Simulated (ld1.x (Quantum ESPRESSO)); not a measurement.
## Cr, RRKJ: configuration errors across variants

ld1.x (Quantum ESPRESSO) 7.5 input, shortened:

```
&input
   title='Cr', zed=24., rel=1, dft='PBESOL', iswitch=3,
   config='[Ar] 3d4 4s2 4p0'
 /
 &inputp
   pseudotype=2, tm=.false., rho0=0.01, lloc=0,
   nlcc=.false.
 /
3
3P  2  1   6.00   0.00  1.00  1.00  0.0
3D  3  2   4.00   0.00  0.95  0.95  0.0
3S  1  0   2.00   0.00  1.20  1.20  0.0
 &test
   configts(1)='3s2 3p6 3d4 4s2 4p0'
 /
```

Occupied shells without a wave of their own: 4s. They enter only through the test configuration that unscreens the potential.

All-electron excitation energies from the reference (eV): (1) 3s2 3p6 3d5 4s1 4p0 0.094; (2) 3s2 3p6 3d5 4s0 4p0 6.966; (3) 3s2 3p6 3d4 4s0 4p0 22.980; (4) 3s2 3p5 3d5 4s1 4p0 51.510; (5) 3s2 3p6 3d4 4s1 4p0 8.103; (6) 3s2 3p6 3d6 4s0 4p0 1.821; (7) 3s2 3p6 3d4 4s1 4p1 3.630.

For the base: The 4s level has no wave, so the channel is fitted at the deeper level alone: the likely source of the large errors.

The file “wave 3s (bound): rc 1.20 bohr becomes 3s (bound): rc 1.42 bohr” misses its own reference levels by 0.7 eV. The file “wave 3s (bound): rc 1.20 bohr becomes 3s (bound): rc 1.62 bohr” misses its own reference levels by 1.1 eV. The file “wave 3s (bound): rc 1.20 bohr becomes 3s (bound): rc 1.78 bohr” misses its own reference levels by 1.6 eV.

Errors AE − PS in meV (a dash: test not solved or not reliable):

```csv
change,(1),(2),(3),(4),(5),(6),(7),bound ghosts
base,-174,-484,-839,-316,-325,-280,-232,none
wave 3s (bound): rc 1.20 bohr becomes 3s (bound): rc 0.88 bohr,-30,-82,-144,-36,-56,-48,-41,none
wave 3s (bound): rc 1.20 bohr becomes 3s (bound): rc 1.16 bohr,-148,-413,-717,-267,-278,-238,-199,none
wave 3s (bound): rc 1.20 bohr becomes 3s (bound): rc 1.42 bohr,-478,-1319,-2240,-883,-869,-780,-615,none
wave 3s (bound): rc 1.20 bohr becomes 3s (bound): rc 1.62 bohr,-851,-2312,-3831,-1532,-1492,-1406,-1053,none
wave 3s (bound): rc 1.20 bohr becomes 3s (bound): rc 1.78 bohr,-1182,-3213,-5243,-2123,-2058,-1979,-1435,none
```

(1) Give the same row for: wave 3s (bound): rc 1.20 bohr becomes 3s (bound): rc 1.02 bohr.

## Answers

(1) -66, -182, -319, -107, -123, -105, -89; bound ghosts: none.
